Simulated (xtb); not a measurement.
C4H8OSi, SMILES CC1=C[C@H]([SiH3])O1. All values are semi-empirical tight-binding results from xtb (GFN2-xTB unless named), good for trends rather than for accurate numbers. Geometry optimised at GFN2-xTB. The structure was generated by enumeration; whether it is a known compound was not checked.

```yaml
orbital_gap: 4.64 eV
dipole_moment: 0.92 D
zero_point_energy: 64.4 kcal/mol
G − E(el) at 298.15 K (modified RRHO): 44.2 kcal/mol
static polarisability (D4 model): 77.5 bohr³
solvation energy, GFN2-xTB/ALPB(water): -0.8 kcal/mol
solvation energy, GFN2-xTB/ALPB(ch2cl2): -4.9 kcal/mol
```
